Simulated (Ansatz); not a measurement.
GeI2H2 (GeH2I2). The state is a singlet with charge 0. Geometry PBE0-D4/def2-SVP, basis def2-TZVP, Ansatz.

```tsv
run	HOMO (eV)	LUMO (eV)
A	-6.38	-2.67
B	-6.86	-2.48
C	-6.57	-2.74
D	-6.87	-2.56
E	-7.68	-1.94
F	-10.20	0.13
```

In the def2 sets I takes a core potential; there is no spin–orbit coupling. LC-ωPBE has ω = 0.4 bohr⁻¹.

Problem. The runs used B97M-V, BLYP, LC-ωPBE, PBE, PBE0, r2SCAN. Estimate which is which.

Solution. A BLYP (0 % exact exchange); B B97M-V (0 % exact exchange); C PBE (0 % exact exchange); D r2SCAN (0 % exact exchange); E PBE0 (25 % exact exchange); F LC-ωPBE (range-separated). Exact exchange lowers occupied and raises empty levels; among semilocal functionals meta-GGAs tend to open the gap a little, and such runs are hard to tell apart. The gap grows from 3.71 eV (BLYP) to 10.33 eV (LC-ωPBE).
